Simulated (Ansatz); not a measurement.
Job for Ansatz (a first-principles code): R-BLYP/def2-TZVPP on BrGeHS (SMILES [SH][Ge][Br]), a point of a torsion scan.

Ansatz 0.2 input:
```yaml
crystal:
  periodic: [false, false, false]
  atoms:
    - {symbol: S, position_ang: [-1.31710817, 0.35944682, 0.45721139]}
    - {symbol: Ge, position_ang: [0.69432946, 1.10749433, -0.28347942]}
    - {symbol: Br, position_ang: [1.70791133, -0.92775075, -0.94066257]}
    - {symbol: H, position_ang: [-1.41454477, -0.70099643, -0.33564218]}
basis:
  gaussian:
    orbitals: def2-TZVPP
hamiltonian:
  xc: {name: BLYP}
scf: {lower_state_search: off}
```

The head of its log:

```
WARN ansatz: RAYON_NUM_THREADS=1 ignored (pool sized by the plan → 1); use --threads N
Functional definition: BLYP
these checks for a lower state are left out or cut short: stability, starts, cluster_reference, orbital_swaps, neighbouring_geometries, increment
integrals: 0.08 GiB planned
1077 factors; their error is unknown
mean field: 0.50 GiB planned
mean field evaluation 1: about -137418.8900 eV, gradient 3.3e1 eV
mean field evaluation 2: about -137399.7169 eV, gradient 8.3e1 eV
```

What total energy does the run end on?

-5050.1264 hartree.
